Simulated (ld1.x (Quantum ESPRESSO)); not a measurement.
# F (Z = 9), RRKJ: configuration errors across variants

```
Element                 : F
Generator               : ld1.x (Quantum ESPRESSO) 7.5
Type                    : norm-conserving RRKJ (Kleinman–Bylander form)
Functional              : LDA (PZ)
Relativity              : scalar-relativistic
Frozen core             : [He]
Valence charge          : 7
Reference configuration : 2s2 2p5
Partial waves           : 2s (bound): rc 0.65 bohr; 3d channel at 0.15 Ry: rc 1.30 bohr; 2p (bound): rc 1.30 bohr
Local potential         : the p channel
Core correction         : none
```

All-electron excitation energies from the reference (eV): (1) 2s2 2p4 19.555; (2) 2s2 2p3 58.067; (3) 2s2 2p2 118.799; (4) 2s2 2p5.3 -2.726; (5) 2s1 2p5 38.211; (6) 2s1 2p6 18.390; (7) 2s2 2p4.5 7.630; (8) 2s2 2p5 spin -0.379; (9) 2s2 2p4 spin 17.723.

Spin tests fill each open shell by Hund’s rule, majority spin first.

1 further variants failed, have other tests or another functional or relativity, and are left out.

Errors AE − PS in meV (a dash: test not solved or not reliable):

| change | (1) | (2) | (3) | (4) | (5) | (6) | (7) | (8) | (9) | bound ghosts |
| --- | --- | --- | --- | --- | --- | --- | --- | --- | --- | --- |
| base | -9.1 | +32 | +363 | -0.8 | -42 | +24 | -3.4 | +24 | +106 | none |
| type TM semilocal; local potential the s channel | -4.9 | +58 | +442 | -0.6 | -40 | +25 | -2.6 | +24 | +111 | none |
| wave 2s (bound): rc 0.65 bohr becomes 2s (bound): rc 0.78 bohr | -9.4 | +30 | +356 | -0.8 | -41 | +24 | -3.5 | +24 | +106 | none |
| local potential the s channel | +15 | +161 | +722 | +0.3 | -36 | +26 | +1.5 | +21 | +117 | none |
| wave 3d channel at 0.15 Ry: rc 1.30 bohr becomes 3d channel at 0.15 Ry: rc 2.00 bohr | -9.1 | +32 | +363 | -0.8 | -42 | +24 | -3.4 | +24 | +106 | none |

Q: Give the same row for: core correction a·sin(br)/r model core inside 0.48 bohr.

A: -9.7, +26, +336, -0.8, -42, +24, -3.5, +13, +49; bound ghosts: none.
